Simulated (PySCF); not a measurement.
C₃H₅BO₂, SMILES C=CB(O)C=O. Atoms are numbered in the order given.

```xyz
11

C      2.5205     0.3569    -0.2294
C      1.4718    -0.4816    -0.1595
B      0.0121     0.0181    -0.0029
O     -0.2994     1.3279     0.0652
C     -1.2832    -0.9515     0.0963
O     -2.3805    -0.4350     0.2202
H      2.3758     1.4416    -0.1782
H      3.5525     0.0056    -0.3390
H      1.6702    -1.5601    -0.2152
H     -1.2679     1.4086     0.1632
H     -1.2072    -2.0715     0.0557
```

The structure is a stationary point at B3LYP-D3(BJ)/def2-SVP. The structure was generated by enumeration, and PubChem lists no compound with its InChIKey, so it may never have been made. One conformer was computed; it need not be the lowest.

Vertical ionisation energy (IE) and electron affinity (EA) in eV. Rows of orbital energies are one-electron estimates. Where ΔSCF, EOM or ADC give a negative EA the extra electron is unbound and the value depends on the basis.

| level | IE | EA |
|---|---|---|
| −ε(HOMO), −ε(LUMO), ωB97X/def2-TZVP (PySCF) | 9.88 | 0.34 |
| −ε(HOMO), −ε(LUMO), PBE/def2-TZVP (PySCF) | 5.83 | 3.57 |
